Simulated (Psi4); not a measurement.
A dimer, N2 ··· H3N (SMILES N#N and N); the first 2 atoms form monomer A.

```
6

N      0.5455     0.0000     0.0000
N     -0.5455     0.0000     0.0000
N     -1.2243    -0.2644     1.9019
H     -1.7871    -1.1068     1.8710
H     -1.8555     0.5150     2.0492
H     -0.6287    -0.3291     2.7195
```

What interaction energy does Psi4 with SAPT0/jun-cc-pVDZ, frozen core give, and which attractive term is the largest?

Total 26.84 kcal/mol: electrostatics -33.07, exchange 79.07, induction -11.67, dispersion -7.49. The most attractive term is electrostatics.
